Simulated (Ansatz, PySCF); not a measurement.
C4H5, charge -1, singlet, geometry from GFN2-xTB, with bond 8-3 at 1.8 times its length. Base run: CASSCF(6,6)/6-31G (PySCF).

PySCF was given this input:
```python
from pyscf import gto, scf, mcscf
import numpy

mol = gto.M(
    atom='''
C    -0.00477750   -0.00846867    0.42733059
C    -0.00174017   -0.76951404   -0.83385328
C     0.02025666    0.75423460   -0.88448337
C    -0.02048610   -0.11308971    1.73328716
H    -0.90781767   -1.26894023   -1.19210447
H     0.89751813   -1.29434815   -1.17242457
H     0.93628317    1.22602460   -1.25140807
H    -1.58925553    1.64931407   -1.58046709
H    -0.01158415    0.90678977    2.23339151
''',
    basis='6-31g',
    charge=-1,
    verbose=4,
)

mf = scf.RHF(mol)
mf.kernel()
mc = mcscf.CASSCF(mf, 6, 6)
mc.fix_spin_(ss=0.0)
mc.kernel()
occ = numpy.linalg.eigvalsh(mc.fcisolver.make_rdm1(mc.ci, mc.ncas, mc.nelecas))[::-1]
ss = mc.fcisolver.spin_square(mc.ci, mc.ncas, mc.nelecas)[0]
print('natural occupations', occ.round(4), ' <S^2>', round(ss, 4))
```

Programs used: Ansatz (a quantum-chemistry and plane-wave program), PySCF; a row that names a program was run with it.

Variants of this job, named by their change:

| change | ΔE vs base (mEh) | natural occupations | <S^2> of the state |
|---|---|---|---|
| base | 0.000 | 1.98 1.94 1.83 0.17 0.06 0.02 | 0.00 |
| start = MP2 natural orbitals | 0.957 | 1.97 1.94 1.83 0.17 0.06 0.03 | 0.00 |
| active space = 2 electrons, 2 orbitals | 47.558 | 1.83 0.17 | 0.00 |
| code = ansatz; correction = SC-NEVPT2, all electrons | -298.0 | - | - |
| conv_tol = 1e-5 | 0.000 | 1.98 1.94 1.83 0.17 0.06 0.02 | 0.00 |
| correction = SC-NEVPT2 | -291.9 | 1.98 1.94 1.83 0.17 0.06 0.02 | 0.00 |
| active space = 6 electrons, 5 orbitals | 22.087 | 1.99 1.94 1.83 0.17 0.07 | 0.00 |
| fix_spin_ = off | 0.000 | 1.98 1.94 1.83 0.17 0.06 0.02 | 0.00 |
| orbitals = fixed (CASCI); correction = SC-NEVPT2 | -296.3 | 2.00 1.99 1.90 0.10 0.01 0.00 | 0.00 |
| active space = 10 electrons, 8 orbitals | -8.572 | 2.00 1.98 1.97 1.94 1.83 0.18 0.06 0.04 | 0.00 |
| code = ansatz | 0.009 | - | - |

Active orbitals are taken around the Fermi level unless the row says otherwise; CASSCF can end in different local minima, and two programs can end on different orbitals. State-averaged rows give the lowest state.

Ansatz warned in this series: other orbitals give a lower active-space energy.
